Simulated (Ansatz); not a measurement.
Born–Oppenheimer molecular dynamics of CH$_{5}$BFN (9 atoms, charge 0, multiplicity 1). It starts from a relaxed structure.

Computed with RKS BHLYP-D4/6-31G* in Ansatz.

```yaml
ensemble: NVE (velocity Verlet)
time_step: 0.5 fs
steps_asked: 500
starting_velocities_drawn_for: 700 K
seed: 627086
```

First frame:

```xyz
9
Properties=species:S:1:pos:R:3
B -0.077 0.183 0.103
N 0.030 -0.173 1.447
H -0.721 -0.574 1.970
H 0.876 -0.046 1.968
F 1.009 0.713 -0.478
C -1.380 0.002 -0.752
H -2.205 -0.443 -0.201
H -1.715 0.963 -1.141
H -1.179 -0.625 -1.621
```

(1) What does the run give?

(2) What happens to the structure?

(3) How do temperature and energy run in time?

Results:

(1) The run went to its last step.

```yaml
steps_done: 500
time_covered: 250 fs
mean_temperature_over_the_second_half: 354 K
spread_of_the_potential_energy_over_the_second_half: 8.6 meV per atom
mean_potential_energy_of_the_second_half_above_the_start: 34.9 meV per atom
```

The conserved energy stayed within 0.28 meV per atom of its start (net change 0.18 meV per atom), so the integration is sound. Over the second half the temperature averaged 0.51 of the 700 K drawn at the start: a run that starts near a minimum puts about half its kinetic energy into the potential. A run of 0.25 ps of so small a system gives no equilibrium averages.

(2) The same pairs are bonded in the first frame and the last. Pairs count as bonded within 1.25 times the sum of covalent radii (0.12 Å more for H–H). This is one draw of velocities; another would differ in detail.

(3) 
```csv
time (fs),T (K),potential energy less start (eV),conserved less start (meV/atom)
0,700,0.000,0.00
12.5,316,0.348,0.12
25,228,0.429,0.20
37.5,524,0.160,0.12
50,307,0.357,0.17
62.5,192,0.461,0.16
75,384,0.287,0.09
87.5,363,0.306,0.14
100,199,0.456,0.23
112.5,273,0.388,0.17
125,411,0.262,0.08
137.5,398,0.274,0.13
150,341,0.326,0.15
162.5,480,0.200,0.11
175,453,0.224,0.09
187.5,420,0.254,0.05
200,385,0.286,0.10
212.5,314,0.350,0.17
225,344,0.324,0.13
237.5,310,0.355,0.18
250,153,0.497,0.18
```

The run took 6.7 min on 1 thread of AMD EPYC 9R45 96-Core Processor (Zen 5), with other jobs on the host, peak memory 0.15 GiB.
